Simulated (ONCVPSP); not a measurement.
How hard is this vanadium ONCV potential?

```
Element                 : vanadium (V)
Generator               : ONCVPSP 4.0.1
Type                    : optimised norm-conserving Vanderbilt (ONCV)
Functional              : LDA (Perdew-Wang 92)
Relativity              : scalar-relativistic
Frozen core             : [Ne]
Valence charge          : 13
Reference configuration : 3s2 3p6 3d3 4s1.5 (charge +0.5)
Partial waves           : 3s+4s: rc 1.50 bohr, ncon 4, nbas 8, qcut 9.7 1/bohr, 2 projectors; 3p: rc 1.15 bohr, ncon 3, nbas 6, qcut 12.9 1/bohr, 1 projector; 3d: rc 2.35 bohr, ncon 3, nbas 8, qcut 7.5 1/bohr, 3 projectors, debl 1.4 Ha
Local potential         : polynomial inside 1.10 bohr (lpopt 5, dvloc0 0 Ha)
Core correction         : Teter function, fcfact 2, rcfact 1.75
```

Q: For each optimised wave give the share of its norm inside rc, the residual kinetic energy above qcut (Ha) and the cutoffs (Ha) for errors of 10, 1, 0.1 and 0.01 mHa per electron.

A:

```tsv
wave	norm inside rc	residual KE	10 mHa	1 mHa	0.1 mHa	0.01 mHa
3s	0.925	3.8e-08	20.1	27.5	33.3	37.9
4s	0.046	3.0e-08	12.2	23.3	30.7	36.6
3p	0.681	1.6e-07	17.7	45.6	58.9	68.8
3d	0.880	6.6e-08	15.9	19.3	22.0	24.3
d projector 2	0.214	6.5e-07	16.8	20.7	23.4	25.7
d projector 3	0.189	9.3e-06	19.4	23.0	25.7	28.1
```

The occupied waves need 46 Ha and 59 Ha for 1 and 0.1 mHa.
